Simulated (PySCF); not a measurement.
Gas-phase reaction: 3 InHCl2 → 2 InCl3 + InH + H2

Energies from PySCF (xtb for GFN2), thermal terms from the rigid-rotor harmonic-oscillator model, ideal gas at 1 bar. † marks an energy on the PBE0/def2-TZVP geometry and frequencies; other levels use their own. All species are closed-shell singlets. In: scalar-relativistic def2 core potential, no spin-orbit coupling. InHCl2, InH: computed as isolated molecules; such fragments, hydroxides, amides, oligomers or adducts are transient or little studied in the gas.

PBE/def2-TZVP† gives ΔH°(298 K) = 58 kJ.

Q: What do ωB97X-V/def2-TZVP†, GFN2-xTB, HF/def2-TZVP† give?

A: ωB97X-V/def2-TZVP†: 79 kJ; GFN2-xTB: 19 kJ; HF/def2-TZVP†: 60 kJ. For scale, ΔH°(298 K) is 58 kJ at this level, 71 kJ at ωB97M-V/def2-TZVP†, and runs from 19 to 102 kJ over the 18 levels computed.
